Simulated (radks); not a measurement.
Results of a calculation; reference values are marked as such.
Species: Pm III. Configuration: [Xe] 4f5 (the NIST ground configuration).

Level of theory: scalar-relativistic Kohn-Sham, HCTH/407, spin-polarised, spherical densities, point nucleus; open shells are filled with parallel spins first (spin-orbit coupling, left out, can overturn this in heavy ions) (a radial shooting solver on a logarithmic mesh with Libxc functionals).

Energy parts (hartree):
total: -10026.1501
kinetic: 10693.1998
electron-nucleus: -24350.4315
Hartree: 3865.9736
exchange-correlation: -234.8921

Orbitals (lengths in bohr, moments of r in powers of bohr; r(90%) holds 90 % of the orbital's charge):
orbital  occ.  eigenvalue (hartree)      <r^2>  r(90%)      <r^4>
1s up       1             -1654.633  0.0007321  0.0419  1.419e-06
1s down     1             -1654.633  0.0007321  0.0419  1.419e-06
2s up       1             -269.7089    0.01156   0.153  0.0002295
2s down     1             -269.7076    0.01156   0.153  0.0002295
2p up       3             -241.0238   0.009257   0.142  0.0001694
2p down     3             -241.0229   0.009257   0.142  0.0001694
3s up       1             -59.24780    0.07754   0.382   0.009082
3s down     1             -59.18571    0.07742   0.382   0.009052
3p up       3             -50.23432    0.07756   0.387   0.009485
3p down     3             -50.17234    0.07742   0.387   0.009447
3d up       5             -37.87569    0.06555   0.368   0.007687
3d down     5             -37.82794    0.06539   0.368   0.007643
4s up       1             -12.22913     0.3965   0.851     0.2287
4s down     1             -12.07248     0.3960   0.851     0.2281
4p up       3              -9.26896     0.4477   0.913     0.3000
4p down     3              -9.11117     0.4471   0.912     0.2994
4d up       5              -5.08528     0.5480    1.03     0.4901
4d down     5              -4.92471     0.5482    1.03     0.4926
5s up       1              -2.07275      2.284    2.05      7.691
5s down     1              -1.97165      2.368    2.09      8.323
5p up       3              -1.35169      3.109    2.42      14.85
5p down     3              -1.27814      3.278    2.49      16.65
4f up       5              -0.63185      1.323    1.73      5.097
4f down     0              -0.48993      1.610    1.94      8.485

The highest occupied level is 4f up at -17.194 eV. The density falls to 0.001 e/bohr^3 at r = 3.54 bohr. Summed over all electrons, <r^2> = 40.74 bohr^2, which gives a Langevin (diamagnetic) susceptibility term of -32.3 x 10^-6 cm^3/mol.
